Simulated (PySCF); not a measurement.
An unknown shows these calculated signals:

1H NMR (400 MHz, computed): δ 8.95 (m, 1H), 8.26 (m, 1H), 8.00 (m, 1H), 7.37 (m, 1H).

13C{1H} NMR (computed): δ 164.0 (C), 139.0 (C), 129.9 (CH), 124.1 (CH), 121.6 (CH), 117.3 (CH).

No solvent, non-relativistic Hamiltonian, a single conformation. Geometry: GFN2-xTB; GIAO PBE0/pcSseg-1 shieldings; PySCF 2.14.

Referencing at the same level of theory: TMS for 1H and 13C.

Problem. Which of these does the molecule contain: an NH or NH2 group, a carboxylic acid, a heteroaromatic ring, a vinyl group CH=CH2?

Solution. 
- An NH or NH2 group: no.
- A carboxylic acid: no.
- A heteroaromatic ring: yes.
- A vinyl group CH=CH2: no.

The data belong to `Fc1ccc2cnnn2c1`, C$_{6}$H$_{4}$FN$_{3}$; they needn't prove each group on their own.

Carbon signals by region: 1 in the far downfield region (above 160 ppm), 5 in the sp2 and nitrile region (100–160 ppm). Above 160 ppm: 164.0, aromatic carbon bearing fluorine.

Splittings by 19F in the carbon and heteronuclear signals aren't shown, as no couplings were computed. Shifts are as computed. Against solution values, carbons near 30 ppm lie about +3 ppm off and those near 130 ppm about +5 ppm. Of 1211 compounds with measured shifts, 218 miss one by over three times the rms of a fit or turn the order of signals round; such compounds aren't used in these exercises. Multiplicities follow the n + 1 count of equivalent neighbours, as no J values were calculated; m marks all less simple cases, F and P coupling included.
